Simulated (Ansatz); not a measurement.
Geometry optimisation, RHF/def2-mTZVP (Ansatz).

Input file:

```yaml
crystal:
  periodic: [false, false, false]
  atoms:
    - { symbol: B, position_ang: [0.0, 0.0, 0.0] }
    - { symbol: H, position_ang: [0.0, 0.0, 1.54] }
    - { symbol: F, position_ang: [1.1431, 0.0, -0.66] }
    - { symbol: Cl, position_ang: [-1.6108, 0.0, -0.93] }
    - { symbol: P, position_ang: [-0.283, -2.0781, 0.6969] }
    - { symbol: H, position_ang: [-0.8502, -2.8552, -0.3476] }
    - { symbol: H, position_ang: [0.9722, -2.6288, 1.0676] }
    - { symbol: H, position_ang: [-0.118, -0.866, 1.6712] }
basis:
  gaussian: { orbitals: def2-mTZVP }
hamiltonian:
  xc: hf
relax:
  f_tol: 0.15
  max_steps: 25
  restrain:
    - { distance: [0, 4], at: 3.11, k: 30.0 }
    - { distance: [7, 1], at: 1.86, k: 30.0 }
    - { distance: [0, 1], at: 1.19, k: 30.0 }
    - { distance: [7, 4], at: 1.42, k: 30.0 }
output:
  orbitals: {}
```

Run as:

```bash
$ ansatz run input.yaml --threads 2 --pin off --max-ram 3072MiB --backend cpu --events-out ev --progress --plain --runs-dir out
```

Problem. Where does it end, and by what steps?

Solution. The run converged. The restraints hold the end off the free minimum. After 10 steps the energy has fallen by 5.359 eV (the restraints' own energy left out); P5 moved furthest, 0.79 Å. Joined: B1–H2 (1.54 → 1.18 Å).

| step | energy less start (eV) | largest force component (eV/Å) | accepted |
| --- | --- | --- | --- |
| 0 | 0.0000 | 5.513 | yes |
| 1 | -0.7837 | 3.545 | yes |
| 2 | -2.3708 | 3.262 | yes |
| 3 | -3.7239 | 2.729 | yes |
| 4 | -4.8693 | 1.259 | yes |
| 5 | -5.2302 | 1.585 | yes |
| 6 | -5.2977 | 1.014 | yes |
| 7 | -5.3146 | 0.919 | yes |
| 8 | -5.3528 | 0.807 | yes |
| 9 | -5.3553 | 0.760 | yes |
| 10 | -5.3589 | 0.661 | yes |

```xyz
8
Properties=species:S:1:pos:R:3
B -0.043 0.179 -0.013
H -0.009 0.413 1.141
F 1.032 -0.153 -0.662
Cl -1.547 0.392 -0.916
P -0.280 -2.718 1.152
H -0.602 -2.506 -0.196
H 1.112 -2.664 0.974
H -0.409 -1.371 1.557
```

Run time: 24 s on 2 threads of Arm Neoverse N1, with other jobs on the host, peak memory 0.17 GiB.
